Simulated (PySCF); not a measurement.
**Excitation energy of Be by level of theory**

Be [He] 2s2 (1S) → Be [He] 2s1 3s1 (3S), as a difference of total energies. Calculation: PySCF 2.14, in aug-cc-pVQZ-DK; the spin-free X2C one-electron Hamiltonian (Gaussian nucleus). Correlated levels: valence: 1s2 frozen. The calculations carry no spin-orbit coupling.

```tsv
method	excitation energy (eV)
UHF	5.323
MP2 (valence)	6.074
SCS-MP2 (valence)	6.270
CCSD (valence)	6.440
```

Errors of the correlated levels include the incompleteness of this basis and the frozen core.

With two correlated electrons CCSD is exact in that space.

Which method comes closest to the reference value, and which is furthest?

The reference is 6.457 eV (measured; NIST levels). Closest: CCSD (valence) (error -0.017 eV); furthest: UHF (error -1.134 eV).
